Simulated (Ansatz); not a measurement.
One geometry of Zn3O3H12, a cluster cut from wurtzite ZnO (hydrogen-capped), several levels of theory.

```yaml
crystal:
  periodic: [false, false, false]
  atoms:
    - {symbol: O, position_ang: [-0.008287, -2.080209, 0.006941]}
    - {symbol: Zn, position_ang: [-2.218870, -1.269640, 0.005918]}
    - {symbol: O, position_ang: [-1.799838, 1.044730, 0.003005]}
    - {symbol: Zn, position_ang: [2.205730, -1.286452, -0.000715]}
    - {symbol: O, position_ang: [1.803497, 1.033382, -0.002825]}
    - {symbol: Zn, position_ang: [0.008306, 2.552921, -0.007458]}
    - {symbol: H, position_ang: [-0.009444, -2.667725, 0.791064]}
    - {symbol: H, position_ang: [-0.016890, -2.672656, -0.773421]}
    - {symbol: H, position_ang: [-2.442171, -1.404903, -1.549263]}
    - {symbol: H, position_ang: [-2.449934, -1.397056, 1.560420]}
    - {symbol: H, position_ang: [-2.309320, 1.344061, -0.778565]}
    - {symbol: H, position_ang: [-2.307848, 1.342975, 0.785913]}
    - {symbol: H, position_ang: [2.429009, -1.415448, -1.556390]}
    - {symbol: H, position_ang: [2.437027, -1.419952, 1.553246]}
    - {symbol: H, position_ang: [2.318792, 1.321032, -0.784927]}
    - {symbol: H, position_ang: [2.314404, 1.328026, 0.779551]}
    - {symbol: H, position_ang: [0.016190, 2.824636, 1.545721]}
    - {symbol: H, position_ang: [0.000047, 2.806279, -1.563814]}
basis:
  gaussian: {orbitals: def2-TZVP, initial_orbitals: start.molden}
hamiltonian: {xc: {name: B2PLYP}}
correlation: {frozen_orbitals: {H: 0, O: 1, Zn: 9}}
scf: {omitted_lower_state_checks: [starts]}
```

The file start.molden holds the orbitals of an earlier run on this structure, at another level or in another basis.

```sh
$ ansatz run in.yaml --threads 4 --pin off --events-out ev --progress --plain --max-ram 4787MiB
```

Output, abridged:

```
Functional definition: B2PLYP
2439 factors; integrals over basis functions are off by at most 1.3e-3 eV
mean field evaluation 1: about -151548.8806 eV, gradient 1.6e1 eV
mean field evaluation 2: about -151549.2120 eV, gradient 4.7e-1 eV
mean field evaluation 4: about -151549.6423 eV, gradient 3.8e-3 eV
mean field evaluation 8: about -151549.6423 eV, gradient 2.2e-6 eV
mean field -151549.64234432 eV, -5569.3466321169 hartree, gradient 2.2e-6 eV, S^2 0.000000; 0 other end points of the search recorded, 0 dependent functions left out
30 core orbitals not correlated: weight in the atoms' cores, before any rotation towards them, 1.000 or more for the frozen orbitals, at most 0.000 for the correlated occupied ones
reference -151549.64259733 eV, -5569.3466414145 hartree; 33, 33 occupied and 246, 246 virtual orbitals, 2439 factors
second order -68.18812336 eV of doubles, -0.00000000 eV of singles
Total energy: -151568.05339063 eV, -5570.0232255892 hartree
Checks for a lower state left out: starts
```

Hardware: 4 threads of Intel Xeon 6975P-C on a shared host. Wall time 11 s, peak host memory 1.3 GiB.

First input, but with `correlation: {method: mp2, frozen_orbitals: {H: 0, O: 1, Zn: 9}}`, `output: {orbitals: {seedname: orbitals}}` and without the key `hamiltonian` (abridged; 7 s):

```
Functional definition: HF
mean field -151431.17622458 eV, -5564.9930825154 hartree, gradient 3.1e-6 eV, S^2 0.000000
30 core orbitals not correlated: weight in the atoms' cores, before any rotation towards them, 1.000 or more for the frozen orbitals, at most 0.000 for the correlated occupied ones
second order -57.05553937 eV of doubles, -0.00000000 eV of singles
Total energy: -151488.23176394 eV, -5567.0898349135 hartree
Checks for a lower state left out: starts
```

First input, but with `hamiltonian: {xc: pbe}`, `correlation: {method: rpa, frozen_orbitals: {H: 0, O: 1, Zn: 9}}` (abridged; 9.5 s):

```
Functional definition: PBE
mean field -151568.66568694 eV, -5570.0457270634 hartree, gradient 2.1e-6 eV, S^2 0.000000
30 core orbitals not correlated: weight in the atoms' cores, before any rotation towards them, 1.000 or more for the frozen orbitals, at most 0.000 for the correlated occupied ones
Total energy: -151507.02024790 eV, -5567.7802989635 hartree
Checks for a lower state left out: starts
```

As the first input, with `hamiltonian: {xc: {name: wB97X-V}}`, `output: {orbitals: {seedname: orbitals}}` and without the key `correlation` (abridged; 12 s):

```
Functional definition: wB97X-V
the host lacks memory for fits, so the integrals are decomposed
mean field -151581.88303918 eV, -5570.5314557994 hartree, gradient 1.5e-5 eV, S^2 0.000000
Total energy: -151581.88303539 eV, -5570.5314556599 hartree
Checks for a lower state left out: starts
```

First input, but with `hamiltonian: {xc: pbe0, dispersion: d4}`, `output: {forces: true, orbitals: {seedname: orbitals}}` and without the key `correlation` (abridged; 12 s):

```
Functional definition: PBE0
mean field -151570.33700400 eV, -5570.1071468327 hartree, gradient 2.4e-5 eV, S^2 0.000000
Total energy: -151570.67100043 eV, -5570.1194209749 hartree
Atom 0 force    -0.010683    -1.041525     0.005907 eV/Å
Atom 1 force    -0.157043    -0.088825    -0.004025 eV/Å
Atom 2 force    -0.896938     0.528067     0.003987 eV/Å
Atom 3 force     0.155675    -0.091925    -0.004134 eV/Å
Atom 4 force     0.904668     0.511622     0.002584 eV/Å
Atom 5 force     0.000864     0.181115    -0.004502 eV/Å
Atom 6 force     0.002145     0.478282    -0.484134 eV/Å
Atom 7 force     0.007893     0.482626     0.480043 eV/Å
Atom 8 force     0.006438     0.003668     0.086082 eV/Å
Atom 9 force     0.009068     0.004209    -0.083562 eV/Å
Atom 10 force     0.414968    -0.244682     0.480737 eV/Å
Atom 11 force     0.412675    -0.242357    -0.482286 eV/Å
Atom 12 force    -0.006324     0.003931     0.085771 eV/Å
Atom 13 force    -0.008410     0.005656    -0.083321 eV/Å
Atom 14 force    -0.419527    -0.233828     0.480388 eV/Å
Atom 15 force    -0.414905    -0.238191    -0.481579 eV/Å
Atom 16 force    -0.001234    -0.010636    -0.083505 eV/Å
Atom 17 force     0.000671    -0.007207     0.085550 eV/Å
Dipole moment:    -0.000239     0.000314     0.005422 e Å
Checks for a lower state left out: starts
```

First input, but with `hamiltonian: {xc: {name: B97M-V}}`, `output: {orbitals: {seedname: orbitals}}` and without the key `correlation` (abridged; 10 s):

```
Functional definition: B97M-V
mean field -151567.28485620 eV, -5569.9949824699 hartree, gradient 1.1e-5 eV, S^2 0.000000
Total energy: -151567.28496940 eV, -5569.9949866299 hartree
Checks for a lower state left out: starts
```

As the first input, with `gaussian: {orbitals: 6-31G}`, `hamiltonian: {xc: {name: B3LYP}, dispersion: d4}`, `output: {orbitals: {seedname: orbitals}}` and without the key `correlation` (abridged; 2.7 s):

```
Functional definition: B3LYP
mean field evaluation 16: about -151569.5160 eV, gradient 4.4e-5 eV
mean field -151569.51596073 eV, -5570.0769740489 hartree, gradient 4.4e-5 eV, S^2 0.000000
Total energy: -151570.11817350 eV, -5570.0991049602 hartree
Checks for a lower state left out: starts
```

Geometry: PBE-D4/def2-SVP.

The 6-31G sets use Cartesian d functions. B3LYP takes the VWN-RPA correlation. Correlated methods freeze 30 core orbitals.
